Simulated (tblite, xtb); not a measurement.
Cl6W, charge +1, doublet, at a GFN2-xTB geometry (such geometries of metal compounds can be far from the true shape) (the multiplicity is a formal guess). Base run: GFN1-xTB (xtb 6.7.1).

Geometry (Å):
```xyz
7

W     -0.0959    -0.0525     0.2014
Cl     1.9102     0.8407    -1.0671
Cl     0.8691     0.1984     2.1455
Cl    -0.2959     0.0440    -2.3248
Cl    -2.1045    -0.8755     0.4502
Cl    -0.8014     2.0568     0.1028
Cl     0.8398    -2.0358    -0.1836
```
Charge +1, spin multiplicity 2.
All else is at xtb's defaults.
Base energy -27.47332 Eh.

Programs used: tblite, xtb; a row that names a program was run with it.

The base run was repeated with changes; each row names its change, and settings that it needs were set with it.

```
change                                                      ΔE vs base (mEh)  G_solv (kcal/mol)  SCF cycles
----------------------------------------------------------  ----------------  -----------------  ----------
base                                                                   0.000                  -           9
program = tblite; method = gfn1; option = --spin-polarized            -4.030                  -           -
etemp = 1000                                                          -0.038                  -          10
etemp = 5000                                                         -25.355                  -          10
program = tblite; method = gfn1                                        0.000                  -           -
gbsa = toluene                                                       -73.923             -46.48          10
acc = 1000                                                            -0.002                  -           5
alpb = dmf                                                           -66.245             -41.73          10
```

ALPB and GBSA are two models with their own fitted parameters for each solvent, which aren't always the measured dielectric constant.
